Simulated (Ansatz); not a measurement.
Mulliken charges of H$_{4}$OS$_{3}$Ti, SMILES `[OH][Ti]([SH])([SH])[SH]` from ωB97M-V/def2-TZVPP in Ansatz (PBE0-D4/def2-TZVP geometry).

```json
{"atom": "O1", "x (Å)": "0.982", "y (Å)": "1.481", "z (Å)": "0.343", "charge (e)": "-0.428"}
{"atom": "Ti2", "x (Å)": "0.155", "y (Å)": "-0.013", "z (Å)": "-0.095", "charge (e)": "0.480"}
{"atom": "S3", "x (Å)": "-1.232", "y (Å)": "0.172", "z (Å)": "-1.893", "charge (e)": "-0.209"}
{"atom": "S4", "x (Å)": "-1.143", "y (Å)": "-0.785", "z (Å)": "1.627", "charge (e)": "-0.219"}
{"atom": "S5", "x (Å)": "1.730", "y (Å)": "-1.516", "z (Å)": "-0.760", "charge (e)": "-0.200"}
{"atom": "H6", "x (Å)": "1.135", "y (Å)": "2.382", "z (Å)": "0.057", "charge (e)": "0.191"}
{"atom": "H7", "x (Å)": "-2.086", "y (Å)": "0.941", "z (Å)": "-1.185", "charge (e)": "0.126"}
{"atom": "H8", "x (Å)": "-0.388", "y (Å)": "-0.135", "z (Å)": "2.534", "charge (e)": "0.128"}
{"atom": "H9", "x (Å)": "0.847", "y (Å)": "-2.526", "z (Å)": "-0.629", "charge (e)": "0.131"}
```

Problem. By hand: the dipole of these point charges (1 e Å = 4.8032 D).

Solution. Σ q r = (-0.169, 0.024, 0.102) e Å, of length 0.199 e Å = 0.96 D.

Problem. How does the dipole of the full density compare? (Estimate.)

Solution. Ansatz gave: (0.049, 0.470, 0.127) e Å, 2.35 D; the point charges give 0.41 times that, at 81° from its direction.

Point charges leave out the atoms' own dipoles, such as those of lone pairs, and Mulliken's split depends on the basis, so the two needn't agree.
